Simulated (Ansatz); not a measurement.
Task: Name a neutral molecule of C, S, Si and H with size of the dipole moment (ωB97M-V/def2-TZVPP) between 0.90 and 1.20 D and HOMO energy (B3LYP/def2-TZVPP) between -6.05 and -5.75 eV (Ansatz, PBE0-D4/def2-TZVP geometry).

Result: `C=C([SiH3])SC` (0.94 D, -6.05 eV); `C=CSC[SiH3]` (1.16 D, -5.97 eV). Other molecules can fit too; these were computed, each in one conformer that needn't be the lowest.

B3LYP here is the variant with VWN-RPA as its local correlation; programs differ in this.
